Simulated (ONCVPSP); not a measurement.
Configuration tests for Bi (ONCV)

```json
{
 "Element": "bismuth (Bi)",
 "Generator": "ONCVPSP 4.0.1",
 "Type": "optimised norm-conserving Vanderbilt (ONCV)",
 "Functional": "PBE",
 "Relativity": "scalar-relativistic",
 "Frozen core": "[Xe] 4f14 5d10",
 "Valence charge": "5",
 "Reference configuration": "6s2 6p3",
 "Partial waves": "6s: rc 2.00 bohr, ncon 5, nbas 8, qcut 3 1/bohr, 2 projectors, debl 2 Ha; 6p: rc 2.15 bohr, ncon 4, nbas 9, qcut 3.6 1/bohr, 2 projectors, debl 0.6 Ha",
 "Local potential": "polynomial inside 1.50 bohr (lpopt 5, dvloc0 0 Ha)",
 "Core correction": "Teter function, fcfact 4.25, rcfact 1.5"
}
```

Energies are relative to the spin-unpolarised reference configuration 6s2 6p3; without spin polarisation the order of configurations can differ from experiment.

| valence configuration | charge | ΔE all-electron (eV) | error AE − PS (meV) |
| --- | --- | --- | --- |
| 6s2 6p2 | +1 | 7.913 | -44 |
| 6s2 6p1 | +2 | 23.160 | -239 |
| 6s2 6p0 | +3 | 46.504 | -664 |

(1) What are ΔE and the potential's error for 6s1 6p4?

Note: ghosts flagged at negative energy: s at -29.5 eV; GHOST(+) flagged for p at 23.5 eV. A true bound ghost makes a file unfit for plane-wave use.

Results:

(1) ΔE = 10.083 eV all-electron; the error (AE − PS) is -29 meV.
